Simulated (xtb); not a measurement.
Al(Me)(vinyl)(OH) (C3H7AlO), SMILES C=[CH][Al]([CH3])[OH]. All values are semi-empirical tight-binding results from xtb (GFN2-xTB unless named), good for trends rather than for accurate numbers. The structure is a stationary point at GFN2-xTB. The structure was generated by enumeration; whether it is a known compound was not checked. One conformer was computed; it need not be the lowest.

For metal compounds this method's bond lengths and energies can be far off.

```yaml
orbital_gap: 3.79 eV
zero_point_energy: 54.9 kcal/mol
G − E(el) at 298.15 K (modified RRHO): 34.3 kcal/mol
```
